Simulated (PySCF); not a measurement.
Compound: C7H7F5.
Cartesian coordinates in Å at the PBE0-D3(BJ)/def2-SVP level; atoms count from 1:
```xyz
19
C7H7F5 angstrom
C      3.5290    0.8768   -0.1504
C      2.3603    0.5828    0.4187
C      1.6165   -0.7107    0.2442
C      0.2914   -0.4940   -0.4161
C     -0.8889   -0.7899    0.1280
C     -2.1854   -0.5219   -0.5604
F     -2.0079   -0.1382   -1.8399
F     -2.9606   -1.6301   -0.5596
C     -3.0059    0.5901    0.1256
F     -2.3127    1.7232    0.1484
F     -3.2841    0.2399    1.3791
F     -4.1440    0.8031   -0.5166
H      4.0125    1.8431    0.0131
H      4.0472    0.1622   -0.7988
H      1.8687    1.3296    1.0545
H      2.2216   -1.3980   -0.3719
H      1.4663   -1.1959    1.2236
H      0.3102   -0.0341   -1.4105
H     -0.9772   -1.2320    1.1249
```

Method used: TDDFT PBE0/def2-SVPD, vertical, gas phase, core orbitals frozen in the response in PySCF.

Ground-to-excited transition dipoles (e·a0, same axes as the geometry; the sign carries no meaning), for the states with f of 0.002 or more among the lowest 7:

```
state  E (eV)      μx      μy      μz
   S1   5.960   0.981   0.244  -0.100
   S2   6.757  -1.323  -0.250   0.178
   S3   7.476   0.174   0.015   0.322
   S4   7.626   0.294  -0.300   0.249
   S5   7.694   0.126  -0.087   0.058
   S6   7.699   1.564   0.392  -0.478
   S7   7.912  -0.255  -0.012   0.134
```

Question: What oscillator strength does each state have?

Answer: f = (2/3) ΔE |μ|² with ΔE in hartree (27.2114 eV).

```tsv
state	|μ|² (au)	|μ| (D)	f
S1	1.033	2.58	0.151
S2	1.843	3.45	0.305
S3	0.134	0.93	0.025
S4	0.239	1.24	0.045
S5	0.027	0.42	0.005
S6	2.828	4.27	0.533
S7	0.083	0.73	0.016
```

Question: What angle do the transition dipoles of S2 and S3 make?

Answer: |cos θ| = |μa·μb| / (|μa| |μb|) = 0.36, so θ ≈ 69° (taken between 0 and 90°, since the signs are arbitrary).

Question: How is the summed strength of these states shared among x, y and z?

Answer: (2/3) Σ ΔE μα² gives 0.929 for x, 0.066 for y and 0.084 for z, 1.080 in all.

Question: What peak molar absorption coefficient would the strongest computed level give as a lone Gaussian band 0.5 eV wide at half height?

Answer: ε(max) = 2.175×10⁸ f / FWHM, with the width in cm⁻¹. S6: 2.175×10⁸ × 0.5333 / 4033 ≈ 29000 L mol⁻¹ cm⁻¹.

One conformer stands for the species.
